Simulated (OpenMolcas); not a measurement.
neutral silicon: the spin-orbit constant, thermal populations, worked from levels

```
Program             : OpenMolcas 26.06
Basis               : ANO-RCC-VQZP [6s5p3d2f1g]
Scalar Hamiltonian  : DKH2, point nucleus
Active space        : 4 electrons in 8 orbitals (3s 3p 4s 4p)
State averaging     : 2S+1 = 3 even, 3 roots; 2S+1 = 1 even, 6 roots; 2S+1 = 5 odd, 1 root; 2S+1 = 3 odd, 8 roots
Spin-orbit coupling : RASSI with atomic mean-field integrals over the reference wave functions, term energies averaged over their components
```

Methods: CASSCF; SS-CASPT2, IPEA 0.25 Eh, imaginary shift 0.1 Eh (closed shells correlated: 2s 2p). Measured levels: NIST Handbook of Basic Atomic Spectroscopic Data.

**The spin-orbit constant.** For the Hund term ³P of p2, E(J) = (A/2) J(J+1) + constant and ζ = 2S·A = 2A. From J = 0 to J = 2 the energy changes by 3 A.

```csv
Source,E(2) - E(0),A,ζ
CASSCF,181.2,60.4,121
SS-CASPT2,181.0,60.3,121
measured,223.2,74.4,149
```

All in cm-1. SS-CASPT2 is off by -18.9 % and CASSCF by -18.8 %. Both methods take the spin-orbit matrix elements from the reference wave functions, so the second can move ζ only through the term energies and any multistate remixing. Second-order mixing with other terms is absorbed into this ζ.

**Thermal populations.** Z = Σ (2J + 1) exp(-E/kT) with k = 0.695035 cm-1/K, over the levels below. No other level of either list lies under 39600 cm-1, which is above 7 kT at each temperature.

```
      Level  2J + 1  SS-CASPT2  measured
3s² 3p² ³P₀       1        0.0       0.0
3s² 3p² ³P₁       3       62.1      77.1
3s² 3p² ³P₂       5        181       223
3s² 3p² ¹D₂       5       6130      6299
3s² 3p² ¹S₀       1      14000     15394
3s 3p³ ⁵S°₂       5      30880     33326
```

```tsv
T (K)	Z, SS-CASPT2	Z, measured levels	Ground level (%), SS-CASPT2	Ground level (%), measured levels
3000	8.762	8.628	11.4	11.6
5000	9.568	9.452	10.5	10.6
8000	10.567	10.448	9.5	9.6
```

At 8000 K, kT = 5560 cm-1, and the computed levels give Z = 1.000 + 2.967 + 4.840 + 1.660 + 0.081 + 0.019 = 10.567.

CASPT2 breaks the degeneracy within a term, and the mean is taken; among the terms shown or strongly mixed into the levels shown the widest spread is 63 cm-1 (3s² 3p² ¹D, SS-CASPT2). Over all roots computed the reference weight is 0.87 to 0.98 in SS-CASPT2; the roots of lowest weight are the least certain, and an intruder state may touch them. Active for correlation alone: 4p 4s; no level in the range computed is led by a configuration that fills them, so any true level of that kind is missing. Terms of s pⁿ other than that of highest spin mix with s² pⁿ⁻² d, which this space lacks; all of them can be thousands of cm-1 off, and some have no real level of that name. Without dynamic correlation excited terms often stand tens of per cent too high (terms of higher spin than the ground term too low), and those without a measured partner can miss by more than the paired ones (holds for CASSCF). Computed and measured levels are paired by configuration, term and J; levels that our copy of the source lacks, or whose pairing is in doubt (as where it misses far off the trend of its configuration), stay unpaired and out of the deviations. Only configurations of the active space appear.

° marks odd parity.
